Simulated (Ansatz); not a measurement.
Ansatz (a first-principles code) input for trisilylphosphine (H9PSi3), SMILES [SiH3]P([SiH3])[SiH3], r2SCAN-D4/def2-SVP. 

Ansatz 0.2 input:
```yaml
crystal:
  periodic: [false, false, false]
  atoms:
    - {symbol: Si, position_ang: [-0.71600558, 1.82301456, -0.41497360]}
    - {symbol: P, position_ang: [0.18543158, -0.18299349, -0.73778774]}
    - {symbol: Si, position_ang: [1.86249124, -0.16263397, 0.72015774]}
    - {symbol: Si, position_ang: [-1.28654101, -1.52262518, 0.25145044]}
    - {symbol: H, position_ang: [0.25614724, 2.80329412, -0.89226601]}
    - {symbol: H, position_ang: [-1.02304096, 2.08225830, 0.99494673]}
    - {symbol: H, position_ang: [-1.94701290, 1.86550198, -1.19986220]}
    - {symbol: H, position_ang: [2.82225830, 0.83052873, 0.24334885]}
    - {symbol: H, position_ang: [2.44011881, -1.50408524, 0.72212647]}
    - {symbol: H, position_ang: [1.42795003, 0.18750781, 2.07575845]}
    - {symbol: H, position_ang: [-0.70164606, -2.86118990, 0.25963293]}
    - {symbol: H, position_ang: [-2.50385068, -1.47703438, -0.55467733]}
    - {symbol: H, position_ang: [-1.59162229, -1.11045476, 1.62492399]}
basis:
  gaussian:
    orbitals: def2-SVP
hamiltonian:
  xc: r2scan
  dispersion: d4
relax: {f_tol: 0.002, max_steps: 200}
```

Output:

```
WARN ansatz: RAYON_NUM_THREADS=2 ignored (pool sized by the plan → 2); use --threads N
Functional definition: r2SCAN
integrals: 0.07 GiB planned
1317 factors; their error is unknown
mean field: 0.37 GiB planned
mean field evaluation 1: about -33054.3865 eV, gradient 1.4e1 eV
mean field evaluation 2: about -33055.1430 eV, gradient 5.1e0 eV
mean field evaluation 4: about -33055.2369 eV, gradient 4.2e-1 eV
mean field evaluation 8: about -33055.1331 eV, gradient 2.7e-2 eV
mean field -33055.13305291 eV, -1214.7537341207 hartree, gradient 1.8e-5 eV, S^2 0.000000; 0 other end points of the search recorded, 0 dependent functions left out
the calculation of the forces begins
reference -33055.13306523 eV, -1214.7537345732 hartree; 33, 33 occupied and 84, 84 virtual orbitals, 1317 factors
relax step   1: F+E_penalty+E_count = -33055.22909159 eV  Δ(F+E_penalty+E_count) = +0.000e0 eV  max|allowed force component| = 8.038e-1 eV/Å  Δτ_max = 0.0000 Å  (24 SCF iters, accepted)
these checks for a lower state are left out or cut short: starts, cluster_reference, orbital_swaps, neighbouring_geometries, increment
integrals: 0.07 GiB planned
1317 factors; their error is unknown
mean field: 0.37 GiB planned
mean field evaluation 16: about -33055.3568 eV, gradient 3.2e-2 eV
mean field -33055.25144015 eV, -1214.7580847712 hartree, gradient 1.5e-5 eV, S^2 0.000000; 0 other end points of the search recorded, 0 dependent functions left out
the calculation of the forces begins
reference -33055.25145254 eV, -1214.7580852266 hartree; 33, 33 occupied and 84, 84 virtual orbitals, 1317 factors
relax step   2: F+E_penalty+E_count = -33055.34688747 eV  Δ(F+E_penalty+E_count) = -1.178e-1 eV  max|allowed force component| = 1.635e-1 eV/Å  Δτ_max = 0.0693 Å  (27 SCF iters, accepted)
these checks for a lower state are left out or cut short: starts, cluster_reference, orbital_swaps, neighbouring_geometries, increment
integrals: 0.07 GiB planned
1317 factors; their error is unknown
mean field: 0.37 GiB planned
mean field -33055.27082053 eV, -1214.7587969873 hartree, gradient 1.3e-5 eV, S^2 0.000000; 0 other end points of the search recorded, 0 dependent functions left out
the calculation of the forces begins
reference -33055.27083291 eV, -1214.7587974423 hartree; 33, 33 occupied and 84, 84 virtual orbitals, 1317 factors
relax step   3: F+E_penalty+E_count = -33055.36691415 eV  Δ(F+E_penalty+E_count) = -2.003e-2 eV  max|allowed force component| = 5.345e-2 eV/Å  Δτ_max = 0.1276 Å  (27 SCF iters, accepted)
these checks for a lower state are left out or cut short: starts, cluster_reference, orbital_swaps, neighbouring_geometries, increment
integrals: 0.07 GiB planned
1317 factors; their error is unknown
mean field: 0.37 GiB planned
mean field evaluation 32: about -33055.2713 eV, gradient 3.5e-5 eV
mean field -33055.27126956 eV, -1214.7588134887 hartree, gradient 1.0e-5 eV, S^2 0.000000; 0 other end points of the search recorded, 0 dependent functions left out
the calculation of the forces begins
reference -33055.27128192 eV, -1214.7588139428 hartree; 33, 33 occupied and 84, 84 virtual orbitals, 1317 factors
relax step   4: F+E_penalty+E_count = -33055.36756905 eV  Δ(F+E_penalty+E_count) = -6.549e-4 eV  max|allowed force component| = 8.250e-3 eV/Å  Δτ_max = 0.0200 Å  (29 SCF iters, accepted)
these checks for a lower state are left out or cut short: starts, cluster_reference, orbital_swaps, neighbouring_geometries, increment
integrals: 0.07 GiB planned
1317 factors; their error is unknown
mean field: 0.37 GiB planned
mean field -33055.27130856 eV, -1214.7588149221 hartree, gradient 1.8e-5 eV, S^2 0.000000; 0 other end points of the search recorded, 0 dependent functions left out
the calculation of the forces begins
reference -33055.27132092 eV, -1214.7588153764 hartree; 33, 33 occupied and 84, 84 virtual orbitals, 1317 factors
relax step   5: F+E_penalty+E_count = -33055.36758507 eV  Δ(F+E_penalty+E_count) = -1.603e-5 eV  max|allowed force component| = 1.852e-3 eV/Å  Δτ_max = 0.0027 Å  (21 SCF iters, accepted)
integrals: 0.07 GiB planned
1317 factors; their error is unknown
mean field: 0.37 GiB planned
mean field -33055.27130856 eV, -1214.7588149221 hartree, gradient 1.8e-5 eV, S^2 0.000000; 1 other end points of the search recorded, 0 dependent functions left out
the calculation of the forces begins
reference -33055.27132092 eV, -1214.7588153764 hartree; 33, 33 occupied and 84, 84 virtual orbitals, 1317 factors
Total energy: -33055.36759744 eV, -1214.7623534729 hartree
Atom 0 at    -0.707636     1.797403    -0.424954 Å, force    -0.000974     0.001405     0.000935 eV/Å
Atom 1 at     0.223965    -0.213425    -0.881365 Å, force     0.000576    -0.000402    -0.001852 eV/Å
Atom 2 at     1.841712    -0.167482     0.699930 Å, force     0.000768     0.000094     0.001485 eV/Å
Atom 3 at    -1.262203    -1.500743     0.238365 Å, force    -0.001102    -0.000646     0.001266 eV/Å
Atom 4 at     0.238392     2.860074    -0.877600 Å, force     0.000030    -0.000520    -0.000248 eV/Å
Atom 5 at    -1.003387     1.997125     1.028497 Å, force    -0.000173     0.000075    -0.000070 eV/Å
Atom 6 at    -1.980600     1.904518    -1.197810 Å, force     0.000568    -0.000210    -0.000305 eV/Å
Atom 7 at     2.864605     0.838809     0.287347 Å, force    -0.000255    -0.000214    -0.000347 eV/Å
Atom 8 at     2.471564    -1.519904     0.757925 Å, force    -0.000039     0.000226    -0.000389 eV/Å
Atom 9 at     1.330375     0.189211     2.060512 Å, force     0.000036    -0.000081     0.000048 eV/Å
Atom 10 at    -0.723577    -2.892306     0.289615 Å, force    -0.000089     0.000283    -0.000485 eV/Å
Atom 11 at    -2.546909    -1.493793    -0.522290 Å, force     0.000485     0.000085    -0.000070 eV/Å
Atom 12 at    -1.521623    -1.028398     1.634606 Å, force     0.000169    -0.000095     0.000033 eV/Å
Dipole moment:    -0.038414     0.036965     0.151675 e Å
```

Self-consistency was reached.
